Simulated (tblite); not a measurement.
Compound: C6H5OS (doublet state).
Cartesian coordinates in Å at the GFN2-xTB level; atoms count from 1:
```xyz
13
C6H5OS angstrom
O      1.4556    1.8524    0.6186
C      0.6136    0.9791    0.3437
C     -0.7976    1.1117    0.5452
C     -1.6547    0.1040    0.2150
C     -1.1884   -1.1029   -0.3374
C      0.1580   -1.2978   -0.5591
C      1.0572   -0.2950   -0.2334
S      2.7590   -0.3948   -0.4516
H     -1.1499    2.0402    0.9676
H     -2.7156    0.2286    0.3767
H     -1.8940   -1.8794   -0.5888
H      0.5222   -2.2210   -0.9838
H      2.8302    0.8754    0.0695
```

Level: GFN2-xTB in tblite, geometry and Hessian alike; calculated harmonic values, unscaled, isolated species. The method is semi-empirical: single wavenumbers can be off by several per cent or more. Modes of hydrogen on sulfur can be 10 to 20 % off. One conformer, not necessarily the lowest. Open shells enter through the occupations alone, without spin polarisation, and single modes of such species can be off by tens of per cent.

Harmonic wavenumbers (cm⁻¹): 132.0, 217.8, 248.7, 364.4, 398.2, 462.0, 528.7, 545.6, 584.5, 681.6, 684.3, 758.2, 827.7, 833.2, 854.6, 899.0, 920.0, 1030.6, 1057.2, 1142.8, 1173.8, 1205.0, 1288.2, 1357.7, 1415.8, 1481.0, 1562.6, 1570.5, 1985.9, 3080.5, 3089.3, 3101.1, 3104.6.

A = 3197, B = 1601, C = 1067 MHz; mass 125.006 u (most abundant isotopes); point group Cs, symmetry number 1; spin multiplicity 2.

Question: Zero-point energy?

Answer: Half the sum of the wavenumbers: 19294 cm⁻¹ = 230.80 kJ/mol.

Question: Give the ideal-gas entropy at 273.15 K and 1 bar in the rigid-rotor, harmonic-oscillator model (classical rotation).

Answer: Translation 167.25, rotation 118.01, vibration 48.09, spin (R ln 2) 5.76: S = 339.1 J/(mol K).

Question: And Cp and H(273.15 K) − H(0)?

Answer: Cp = 109.63 J/(mol K), of which vibrations give 76.37 (their classical limit is 33 R = 274.4); H(273.15 K) − H(0) = 17.49 kJ/mol without the zero-point energy, 8.40 from vibrations.

Question: Which modes carry the vibrational entropy at 273.15 K?

Answer: 132.0 cm⁻¹: 11.50; 217.8 cm⁻¹: 7.61; 248.7 cm⁻¹: 6.64; 364.4 cm⁻¹: 4.06; 398.2 cm⁻¹: 3.53; 462.0 cm⁻¹: 2.71 J/(mol K); the other 27 give 12.03 together.

Question: How do the functions run with temperature in this model?

Answer: 
```
 T (K)  S (J/(mol K))  Cp (J/(mol K))  H − H(0) (kJ/mol)  G − H(0) (kJ/mol)  ln q(vib)
   150          288.1            65.5               6.73             -36.48       0.65
   250          329.8           101.3              15.05             -67.40       1.78
298.15          349.1           118.5              20.34             -83.74       2.43
   400          388.6           151.2              34.12            -121.33       3.95
   600          459.5           197.7              69.37            -206.30       7.20
   900          548.0           237.6             135.29            -357.92      12.06
```

q(vib) and H(0) count from the zero-point level.

Question: What must be added to the electronic energy to get the Gibbs energy at 273.15 K and 1 bar?

Answer: ZPE + [H(273.15 K) − H(0)] − T·S = 230.80 + 17.49 − 92.63 = 155.66 kJ/mol.

Hindered rotation and anharmonicity are outside this model. Other conformers, if any are populated, would add a mixing term that is left out.

Hardware: one thread of an Intel Xeon Platinum 8259CL at 2.50 GHz, on a shared host. Cost: 0.64 s of wall time. This covers the Hessian and the dipole derivatives.
